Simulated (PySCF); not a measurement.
RbGe⁺: frontier orbitals

r²SCAN at R = 3.916 Å; basis Rb def2-SVP with ECP28, Ge def2-SVP; scalar-relativistic core potentials; PySCF 2.14. State: ³Π (triplet), unpaired electrons σ ↑, π ↑. Only the outer orbitals are listed, counted within each symmetry, core potentials removing the inner ones.

```tsv
spin	orbital	occ.	ε (eV)	on Rb (%)	main shells (%)
α	4π	1	-21.79	100	100 Rb p
α	4π	1	-21.78	100	100 Rb p
α	8σ	1	-21.75	100	100 Rb p
α	9σ	1	-16.13	1	99 Ge s
α	10σ	1	-8.75	5	95 Ge p
α	5π	1	-8.41	2	98 Ge p
α	5π	0	-7.78	2	98 Ge p
α	11σ	0	-4.74	96	96 Rb s
α	6π	0	-2.88	98	98 Rb p
β	4π	1	-21.78	100	100 Rb p
β	4π	1	-21.77	100	100 Rb p
β	8σ	1	-21.73	100	100 Rb p
β	9σ	1	-14.36	1	98 Ge s
β	5π	0	-6.92	1	99 Ge p
β	10σ	0	-6.11	15	84 Ge p, 13 Rb s
β	5π	0	-5.63	3	97 Ge p
```

Question: Which are the highest filled and the lowest empty level, where do they sit, and how wide is the gap?

Answer: Highest filled α 5π at -8.41 eV (in %: 98 Ge p); lowest empty α 5π at -7.78 eV (in %: 98 Ge p); the gap at r²SCAN is 0.63 eV. Both belong to one degenerate shell, split only by its one-sided filling, so this is no excitation gap.

| Quantity | Value |
| --- | --- |
| bond order (Mayer) | 0.16 |
| ⟨S²⟩ | 2.004 |
| charge on Rb (Mulliken, basis-dependent) | 0.92 |
| charge on Rb (Löwdin, basis-dependent) | 0.74 |
| dipole moment (positive dipole points towards Ge; it is taken about the centre of mass and depends on that origin) | -7.00 D |

Spin–orbit coupling is left out. The state was picked by a PBE0 search and need not be the measured ground state.
